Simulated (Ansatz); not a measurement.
Reaction (ligand exchange at the Al–O bond): `C[O][Al]([OH])[Br]` + H–F → `[OH][Al]([F])[Br]` + CH₃OH

Gas-phase electronic energies from Ansatz, PBE0-D4/def2-TZVP geometries. CCSD(T)/CBS is the MP2 limit (def2-TZVPP, def2-QZVPP) plus CCSD(T) − MP2 in def2-TZVPP, frozen cores. This one scheme is used for every species. DFT in def2-TZVPP. For Br outer-core shells are correlated without core-valence functions, which leaves a few kJ/mol of doubt a bond. Scalar relativity is left out up to krypton. One conformer a species, not always the lowest.

`C[O][Al]([OH])[Br]`:

```xyz
9

C     1.111    1.072   -0.744
O    -0.157    0.564   -0.438
Al   -0.754   -0.693    0.479
O    -2.417   -0.927    0.551
Br    0.660   -2.044    1.595
H     1.916    0.503   -0.264
H     1.270    1.045   -1.826
H     1.183    2.113   -0.415
H    -2.811   -1.633    1.061
```

H–F:

Cartesian coordinates in Å:
```
F -0.200 -0.409 0.064
H 0.200 0.409 -0.064
```

`[OH][Al]([F])[Br]`:

Z-matrix (Å, degrees):
```
Al
O 1 1.676
Br 1 2.233 2 122.9
F 1 1.635 2 118.3 3 180.0
H 2 0.956 1 123.3 3 -0.0
```

CH₃OH:

Z-matrix (Å, degrees):
```
C
O 1 1.409
H 1 1.097 2 112.4
H 1 1.090 2 107.0 3 -118.5
H 1 1.097 2 112.4 3 123.0
H 2 0.959 1 108.5 3 -61.6
```

| level | ΔE (kcal/mol) | difference from CCSD(T)/CBS |
| --- | --- | --- |
| LDA (SPW92) | -9.9 | 0.9 |
| revPBE-D4 | -10.8 | 0.0 |
| r2SCANh-D4 | -11.3 | -0.5 |
| CAM-B3LYP-D4 | -11.1 | -0.3 |
| ωB97M-V | -11.2 | -0.4 |
| revPBE | -12.6 | -1.8 |
| BLYP | -13.0 | -2.2 |
| r2SCANh | -11.6 | -0.8 |
| CAM-B3LYP | -12.1 | -1.3 |
| HF/def2-TZVPP | -12.7 | -1.9 |
| CCSD(T)/CBS | -10.8 | 0 |

**Question.** What do rigid-rotor, harmonic-oscillator terms from PBE0-D4/def2-TZVP frequencies (298.15 K, 1 bar) make of the CCSD(T)/CBS value? (Estimate.)

**Answer.** Ansatz gave: ΔZPE = +1.4 kcal/mol, ΔH = -10.3 kcal/mol, ΔS = 12 J/(mol·K), ΔG = -11.1 kcal/mol.

Largest T1 diagnostic among the species: 0.010.

At CCSD(T), def2-SVP lies −1.0 kcal/mol from the extrapolated value and def2-TZVPP +0.3 kcal/mol. Leaving LDA and LC-ωPBE aside and taking each functional with its dispersion term where it has one, the values, not all of them listed here, spread over 1.7 kcal/mol, from B97M-V to HSE06-D4. LDA lies +2.0 kcal/mol from PBE without D4. From BLYP to BHLYP (50 % exact exchange), in def2-TZVPP and without D4, ΔE moves by +0.8 kcal/mol.
